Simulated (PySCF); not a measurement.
# Exact mass, isotope pattern and composition

Species: `C=C=C=CC(=O)N(C)C`.

All values are calculated from tables of isotopes.

Find the molar and monoisotopic masses of C7H9NO.

For C7H9NO, with standard atomic weights, 7 × 12.011 + 1 × 15.999 + 1 × 14.007 + 9 × 1.008 = 123.155 g/mol. From the most abundant isotopes (12C, 16O, 14N, 1H), 7 × 12.000000 + 1 × 15.994915 + 1 × 14.003074 + 9 × 1.007825 = 123.0684 u.

What cluster does the molecular ion M+• show when like nominal masses merge?

```
nominal mass  m/z (centroid)  relative intensity
         123        123.0679               100.0
         124        124.0710                 8.1
         125        125.0732                 0.5
```

Cut off at 0.1 %. One electron mass, 0.00055 u, is taken off.

How much CO2 and H2O would complete combustion of 10.00 mg give?

81.20 μmol of compound give 25.01 mg CO2 and 6.58 mg H2O.

Give the mass fraction of each element.

C 68.27 %, O 12.99 %, N 11.37 %, H 7.37 %.

What resolving power m/Δm just matches the spacing of the species with one 15N and with one 13C?

They lie 0.00632 u apart at mass 124.07, so m/Δm is about 20000.

What share of all molecules is the monoisotopic species?

0.9893^7 × 0.99757 × 0.99632 × 0.999885^9 = 92.08 %.

Which m/z would the protonated, sodiated and deprotonated molecule have?

[M+H]+ 124.0757, [M+Na]+ 146.0576, [M−H]− 122.0611, for the monoisotopic species (arithmetic only; whether such ions form is another matter).
